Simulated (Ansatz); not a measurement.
Reaction (redistribution): `C[O][GeH2][CH2][Si](C)(C)C` + `C[Si](F)(F)Cl` → `C[O][GeH2][Cl]` + `C[Si](C)(C)C[Si](C)(F)F`

Computed with Ansatz on PBE0-D4/def2-TZVP structures; ΔE is electronic, products minus reactants. CBS: MP2 limit from def2 TZ/QZ plus the TZ coupled-cluster correction, frozen cores. DFT in def2-TZVPP. For Ge outer-core shells are correlated without core-valence functions, which leaves a few kJ/mol of doubt a bond. Scalar relativity is left out up to krypton. Each species was taken in one conformer, which may not be the lowest.

```json
{"level": "CAM-B3LYP-D4", "ΔE (kJ/mol)": "9.0"}
{"level": "SCS-MP2/def2-TZVPP", "ΔE (kJ/mol)": "16.0"}
{"level": "CCSD(T)/def2-TZVPP", "ΔE (kJ/mol)": "16.5"}
{"level": "SCS-MP2/def2-QZVPP", "ΔE (kJ/mol)": "15.9"}
```

What does CCSD(T)/CBS give? (An estimate is asked.)

The calculation gave: +17.1 kJ/mol. The listed levels differ from it by -8.1, -1.1, -0.6, -1.2 kJ/mol.

Largest T1 diagnostic among the species: 0.011.

At CCSD(T), def2-SVP lies −10.3 kJ/mol from the extrapolated value and def2-TZVPP −0.7 kJ/mol. Leaving LDA and LC-ωPBE aside and taking each functional with its dispersion term where it has one, the values, not all of them listed here, spread over 4.4 kJ/mol, from BHLYP-D4 to PBE-QIDH. LDA lies +7.3 kJ/mol from PBE without D4.
